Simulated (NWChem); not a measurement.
System: C$_{3}$H$_{7}$NSi; SMILES N1C[SiH2]C=1C

Input file for NWChem:

```
start job
memory heap 200 mb stack 900 mb global 1100 mb
geometry units angstroms noautosym nocenter noautoz
  C      0.380619     2.177040    -0.000212
  C      0.003627     0.734177    -0.000052
  N     -1.229224     0.310655     0.000042
  C     -1.117357    -1.179713     0.001062
  Si     0.796242    -0.999754    -0.000915
  H     -0.529368     2.809809     0.001743
  H      0.999551     2.422272     0.888467
  H      0.996016     2.422948    -0.891178
  H     -1.605642    -1.622800    -0.892429
  H     -1.603211    -1.620814     0.896861
  H      1.571080    -1.438201    -1.220993
  H      1.575603    -1.439966     1.215684
end
basis spherical
  * library def2-svp
end
dft
  xc m05-2x
  iterations 150
end
cosmo
  do_cosmo_smd true
  solvent water
end
task dft energy
```

Output (shortened):

```
             Northwest Computational Chemistry Package (NWChem) 7.3.0
             --------------------------------------------------------

                             Geometry "geometry" -> ""
                             -------------------------

 Output coordinates in angstroms (scale by  1.889725989 to convert to a.u.)

  No.       Tag          Charge          X              Y              Z
 ---- ---------------- ---------- -------------- -------------- --------------
    1 C                    6.0000     0.38061900     2.17704000    -0.00021200
    2 C                    6.0000     0.00362700     0.73417700    -0.00005200
    3 N                    7.0000    -1.22922400     0.31065500     0.00004200
    4 C                    6.0000    -1.11735700    -1.17971300     0.00106200
    5 Si                  14.0000     0.79624200    -0.99975400    -0.00091500
    6 H                    1.0000    -0.52936800     2.80980900     0.00174300
    7 H                    1.0000     0.99955100     2.42227200     0.88846700
    8 H                    1.0000     0.99601600     2.42294800    -0.89117800
    9 H                    1.0000    -1.60564200    -1.62280000    -0.89242900
   10 H                    1.0000    -1.60321100    -1.62081400     0.89686100
   11 H                    1.0000     1.57108000    -1.43820100    -1.22099300
   12 H                    1.0000     1.57560300    -1.43996600     1.21568400

 Effective nuclear repulsion energy (a.u.)     213.8746128534

                                 NWChem DFT Module
                                 -----------------

 Summary of "ao basis" -> "ao basis" (spherical)
 ------------------------------------------------------------------------------
       Tag                 Description            Shells   Functions and Types
 ---------------- ------------------------------  ------  ---------------------
 C                          def2-svp                 6       14   3s2p1d
 N                          def2-svp                 6       14   3s2p1d
 Si                         def2-svp                 8       18   4s3p1d
 H                          def2-svp                 3        5   2s1p

 in cosmo_initialize ...
 calling solv_data for solv:h2o

 solvent parameters
 solvname_short: h2o
 solvname_long:  water
 dielec:       78.4000
 dielecinf:     1.7769
 aqueous SMD model solvent descriptors
 dielec:       78.4000
 sola:          0.8200

          ---------------
          -cosmo- solvent
          ---------------
 Cosmo: York-Karplus, doi: 10.1021/jp992097l
 dielectric constant -eps-     =  78.40
 screen = (eps-1)/(eps    )    =   0.98724
 surface charge correction     = lagrangian

   van der Waals surface
 --------------------------

 ---------- ATOMIC COORDINATES (A.U.) ------------ VDWR(ANG.) --
     1    0.71926562    4.11400907   -0.00040062     1.850
     2    0.00685404    1.38739336   -0.00009827     1.850
     3   -2.32289654    0.58705283    0.00007937     1.890
     4   -2.11149856   -2.22933432    0.00200689     1.850
     5    1.50467920   -1.88926112   -0.00172910     2.470
     6   -1.00036047    5.30976909    0.00329379     1.200
     7    1.88887750    4.57743035    1.67895918     1.200
     8    1.88219732    4.57870780   -1.68408223     1.200
     9   -3.03422342   -3.06664733   -1.68644627     1.200
    10   -3.02962949   -3.06289434    1.69482154     1.200
    11    2.96891071   -2.71780581   -2.30734220     1.200
    12    2.97745794   -2.72114117    2.29730965     1.200
 number of segments per atom =        128
 number of   points per atom =        128
 atom (   nspa,  nppa )
 ----------------------
    1 (     58,     0 )       0
    2 (     24,     0 )       0
    3 (     58,     0 )       0
    4 (     40,     0 )       0
    5 (     84,     0 )       0
    6 (     56,     0 )       0
    7 (     57,     0 )       0
    8 (     57,     0 )       0
    9 (     55,     0 )       0
   10 (     55,     0 )       0
   11 (     33,     0 )       0
   12 (     33,     0 )       0
 number of -cosmo- surface points =      610
 molecular surface =    134.203 angstrom**2
 molecular volume  =    116.611 angstrom**3
 -lineq- algorithm             =   0
 -bem- low  level              =   3
 -bem- from -octahedral-
 gaussian surface charge width =   4.50000
 degree of switching           =   1.00000
 switching function tolerance  =   0.00010
 atomic radii =
 --------------
    1  6.000  1.850
    2  6.000  1.850
    3  7.000  1.890
    4  6.000  1.850
    5 14.000  2.470
    6  1.000  1.200
    7  1.000  1.200
    8  1.000  1.200
    9  1.000  1.200
   10  1.000  1.200
   11  1.000  1.200
   12  1.000  1.200
 ...... end of -cosmo- initialization ......

 nat:                    12
 ixmem:                  7844
 calling mnsol_interface()
 G(SMD-CDS) energy (kcal/mol)  =     2.612
 SMD-CDS SASA (angstrom**2)    =   157.837

            General Information
            -------------------
          SCF calculation type: DFT
          Wavefunction type:  closed shell.
          No. of atoms     :    12
          No. of electrons :    46
           Alpha electrons :    23
            Beta electrons :    23
          Charge           :     0
          Spin multiplicity:     1
          Use of symmetry is: off; symmetry adaption is: off
          Maximum number of iterations: 150
          AO basis - number of functions:   109
                     number of shells:    53
          Convergence on energy requested:  1.00D-06
          Convergence on density requested:  1.00D-05
          Convergence on gradient requested:  5.00D-04

              XC Information
              --------------
                       M05-2X Method XC Functional
                     Hartree-Fock (Exact) Exchange  0.560
                M05-2X metaGGA Exchange Functional  0.440
                      M05-2X Correlation Potential  1.000

             Grid Information
             ----------------
          Grid used for XC integration:  medium
          Radial quadrature: Mura-Knowles
          Angular quadrature: Lebedev.
          Tag              B.-S. Rad. Rad. Pts. Rad. Cut. Ang. Pts.
          ---              ---------- --------- --------- ---------
          C                   0.70       49          11.0       434
          N                   0.65       49          10.0       434
          Si                  1.10       88          11.0       590
          H                   0.35       45          12.0       434
          Grid pruning is: on
          Number of quadrature shells:   599
          Spatial weights used:  Erf1

      Superposition of Atomic Density Guess
      -------------------------------------

 Sum of atomic energies:        -459.35211057

      Non-variational initial energy
      ------------------------------

 Total energy =    -462.203168
 1-e energy   =   -1053.758686
 2-e energy   =     377.680905
 HOMO         =      -0.267278
 LUMO         =      -0.024095

   convergence    iter        energy       DeltaE   RMS-Dens  Diis-err
 ---------------- ----- ----------------- --------- --------- ---------
     COSMO gas phase
 d= 0,ls=0.0,diis     1   -462.3975135431 -6.76D+02  9.24D-03  3.80D-01
 d= 0,ls=0.0,diis     2   -462.4096774493 -1.22D-02  5.35D-03  4.08D-01
 d= 0,ls=0.0,diis     3   -462.4524551251 -4.28D-02  1.10D-03  3.55D-02
 d= 0,ls=0.0,diis     4   -462.4565430828 -4.09D-03  3.00D-04  8.50D-04
 d= 0,ls=0.0,diis     5   -462.4566577683 -1.15D-04  8.93D-05  9.32D-05
  Resetting Diis
 d= 0,ls=0.0,diis     6   -462.4566705935 -1.28D-05  4.05D-05  1.33D-05
 d= 0,ls=0.0,diis     7   -462.4566725683 -1.97D-06  1.63D-05  1.01D-06
 d= 0,ls=0.0,diis     8   -462.4566725792 -1.09D-08  6.75D-06  1.17D-06

   convergence    iter        energy       DeltaE   RMS-Dens  Diis-err
 ---------------- ----- ----------------- --------- --------- ---------
     COSMO solvation phase
 d= 0,ls=0.0,diis     1   -462.4585519240 -1.88D-03  1.83D-03  3.36D-03
 d= 0,ls=0.0,diis     2   -462.4593099710 -7.58D-04  3.39D-04  2.64D-03
 d= 0,ls=0.0,diis     3   -462.4595684154 -2.58D-04  1.89D-04  2.52D-04
 d= 0,ls=0.0,diis     4   -462.4596037669 -3.54D-05  4.92D-05  3.01D-05
 d= 0,ls=0.0,diis     5   -462.4596076596 -3.89D-06  1.75D-05  1.86D-06
 d= 0,ls=0.0,diis     6   -462.4596079949 -3.35D-07  5.31D-06  1.06D-07

         Total DFT energy =     -462.459607994863
      One electron energy =    -1058.257877317627
           Coulomb energy =      428.312142691215
    Exchange-Corr. energy =      -46.562737898719
 Nuclear repulsion energy =      213.874612853393

             COSMO energy =        0.174251676874

 Numeric. integr. density =       46.000016625836

                                COSMO-SMD solvation results
                                ---------------------------

             internal energy in gas <Psi(g)|H|Psi(g)> =      -462.456672579230
         internal energy in solvent <Psi(s)|H|Psi(s)> =      -462.455322668549
                               delta internal energy  =         0.001349910681 (    0.85 kcal/mol)
   total free energy in solvent <Psi(s)|H+V/2|Psi(s)> =      -462.463769771197
 polarization energy contribution <Psi(s)|V/2|Psi(s)> =        -0.008447102648 (   -5.30 kcal/mol)
    total free energy in solvent including G(SMD-CDS) =      -462.459607994863
                       G(SMD-CDS) energy contribution =         0.004161776334 (    2.61 kcal/mol)
     1 M fixed-concentration free energy of solvation =        -0.002935415634 (   -1.84 kcal/mol)

                       DFT Final Molecular Orbital Analysis
                       ------------------------------------

 Vector   21  Occ=2.000000D+00  E=-3.575854D-01
              MO Center= -2.1D-01, -4.1D-01,  5.6D-05, r^2= 3.1D+00
   Bfn.  Coefficient  Atom+Function         Bfn.  Coefficient  Atom+Function
  ----- ------------  ---------------      ----- ------------  ---------------
    46      0.360878   4 C  px               19      0.277977   2 C  py
    49      0.230554   4 C  px               65     -0.209014   5 Si py
     5     -0.191081   1 C  py               17     -0.186752   2 C  s
    45      0.166427   4 C  s                64     -0.164711   5 Si px
    68     -0.150008   5 Si py               22      0.147302   2 C  py

 Vector   22  Occ=2.000000D+00  E=-3.526498D-01
              MO Center= -5.9D-01,  2.8D-01, -2.3D-04, r^2= 3.1D+00
   Bfn.  Coefficient  Atom+Function         Bfn.  Coefficient  Atom+Function
  ----- ------------  ---------------      ----- ------------  ---------------
    34      0.384366   3 N  pz               20     -0.311517   2 C  pz
    37     -0.284823   3 N  pz               23     -0.250080   2 C  pz
    48      0.177986   4 C  pz               90     -0.167853   9 H  s
    95      0.168542  10 H  s                 6      0.149900   1 C  pz
    80      0.134194   7 H  s                85     -0.134603   8 H  s

 Vector   23  Occ=2.000000D+00  E=-3.029665D-01
              MO Center= -6.0D-01,  2.2D-04,  3.0D-04, r^2= 3.0D+00
   Bfn.  Coefficient  Atom+Function         Bfn.  Coefficient  Atom+Function
  ----- ------------  ---------------      ----- ------------  ---------------
    32      0.361348   3 N  px               35     -0.288548   3 N  px
    33     -0.264687   3 N  py               31      0.218575   3 N  s
    36      0.212037   3 N  py               18      0.198568   2 C  px
    47     -0.175677   4 C  py               59      0.166129   5 Si s
    64     -0.165687   5 Si px               46      0.158482   4 C  px

 Vector   24  Occ=0.000000D+00  E= 2.204410D-02
              MO Center= -2.2D-01,  3.1D-01,  5.3D-05, r^2= 2.8D+00
   Bfn.  Coefficient  Atom+Function         Bfn.  Coefficient  Atom+Function
  ----- ------------  ---------------      ----- ------------  ---------------
    37     -0.496362   3 N  pz               23      0.482422   2 C  pz
    69      0.458848   5 Si pz               34      0.410510   3 N  pz
    20      0.385667   2 C  pz              101      0.356401  11 H  s
   106     -0.355321  12 H  s                86      0.122003   8 H  s
    81     -0.121214   7 H  s                80     -0.100958   7 H  s

 Vector   25  Occ=0.000000D+00  E= 4.746759D-02
              MO Center=  8.9D-01, -1.1D+00, -9.2D-04, r^2= 3.7D+00
   Bfn.  Coefficient  Atom+Function         Bfn.  Coefficient  Atom+Function
  ----- ------------  ---------------      ----- ------------  ---------------
    68      1.026888   5 Si py               45      0.902324   4 C  s
    17     -0.760969   2 C  s                67      0.557935   5 Si px
    49      0.328023   4 C  px               21     -0.282244   2 C  px
    22      0.260606   2 C  py               65      0.182130   5 Si py
    91     -0.181997   9 H  s                96     -0.181964  10 H  s

 Vector   26  Occ=0.000000D+00  E= 9.577452D-02
              MO Center=  6.9D-01, -1.1D+00, -8.8D-04, r^2= 5.1D+00
   Bfn.  Coefficient  Atom+Function         Bfn.  Coefficient  Atom+Function
  ----- ------------  ---------------      ----- ------------  ---------------
    67      1.581685   5 Si px               45      1.434043   4 C  s
    68     -0.912450   5 Si py              101     -0.791322  11 H  s
   106     -0.792274  12 H  s                 3      0.612606   1 C  s
    22     -0.496416   2 C  py               60     -0.485208   5 Si s
    91     -0.454339   9 H  s                96     -0.454373  10 H  s

     Multipole analysis of the density
     ---------------------------------

     L   x y z        total         alpha         beta         nuclear
     -   - - -        -----         -----         ----         -------
     0   0 0 0     -0.000000    -23.000000    -23.000000     46.000000

     1   1 0 0      0.913214      0.883512      0.883512     -0.853810
     1   0 1 0     -0.289473     -0.239507     -0.239507      0.189541
     1   0 0 1      0.000787      0.009439      0.009439     -0.018090

     2   2 0 0    -30.879550    -87.189159    -87.189159    143.498768
     2   1 1 0      2.847721     -4.114566     -4.114566     11.076852
     2   1 0 1     -0.001150      0.046611      0.046611     -0.094372
     2   0 2 0    -25.995158   -162.492431   -162.492431    298.989704
     2   0 1 1     -0.003016     -0.001847     -0.001847      0.000677
     2   0 0 2    -28.699282    -25.336189    -25.336189     21.973096
```

Level: M05-2X/def2-SVP, SMD on the gas-phase geometry. All runs use the structure optimised with PBE-D3(BJ)/def2-SVP. Not confirmed as a minimum by frequencies. Solvent: water.
